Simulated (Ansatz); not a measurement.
Results of the Gaussian-basis code of Ansatz.

Basis-set series for `C[N]=[Mo](=[N]C)([N](C)C)[N](C)C`. The species carries charge 0 and has multiplicity 1. Mo takes the def2 core potential. The geometry is a stationary point of PBE0-D4/def2-TZVP. It is one conformer, not always the lowest.

Z-matrix (Å, degrees):
```
C
N 1 1.419
H 1 1.096 2 112.1
H 1 1.097 2 110.6 3 120.5
H 1 1.097 2 110.5 3 -120.5
Mo 2 1.741 1 161.5 3 -0.3
N 6 1.968 2 107.4 1 119.6
N 6 1.741 2 114.5 1 0.3
N 6 1.968 2 107.5 1 -119.0
C 7 1.444 6 124.3 2 27.5
C 7 1.444 6 124.1 2 -152.0
C 8 1.419 6 161.5 2 0.2
C 9 1.444 6 124.1 2 -28.3
C 9 1.444 6 124.3 2 151.2
H 10 1.090 7 110.8 6 -2.5
H 10 1.100 7 110.9 6 -122.7
H 10 1.100 7 111.3 6 117.9
H 11 1.090 7 110.8 6 2.5
H 11 1.100 7 111.0 6 122.8
H 11 1.100 7 111.3 6 -117.8
H 12 1.096 8 112.1 6 -0.6
H 12 1.097 8 110.5 6 -121.1
H 12 1.097 8 110.6 6 120.0
H 13 1.090 9 110.8 6 2.4
H 13 1.100 9 111.0 6 122.7
H 13 1.100 9 111.3 6 -117.9
H 14 1.100 9 111.3 6 117.9
H 14 1.100 9 110.9 6 -122.7
H 14 1.090 9 110.8 6 -2.4
```

| functional | basis | functions | energy (Eh) | HOMO (eV) | LUMO (eV) |
| --- | --- | --- | --- | --- | --- |
| PBE0-D4 | def2-SVP | 261 | -525.86231 | -5.39 | -0.27 |
| PBE0-D4 | def2-QZVPP | 1191 | -526.42115 | -5.51 | -0.41 |
| ωB97M-V | def2-SVP | 261 | -526.04405 | -7.49 | 1.66 |
| ωB97M-V | def2-QZVPP | 1191 | -526.62769 | -7.61 | 0.80 |

(1) Give the rows for def2-TZVPP. (Estimate.)

## Answers

(1) The calculation gave: 
```tsv
functional	basis	functions	energy (Eh)	HOMO (eV)	LUMO (eV)
PBE0-D4	def2-TZVPP	618	-526.39074	-5.49	-0.39
ωB97M-V	def2-TZVPP	618	-526.59792	-7.59	1.38
```

Positive LUMOs are unbound and depend on the basis.
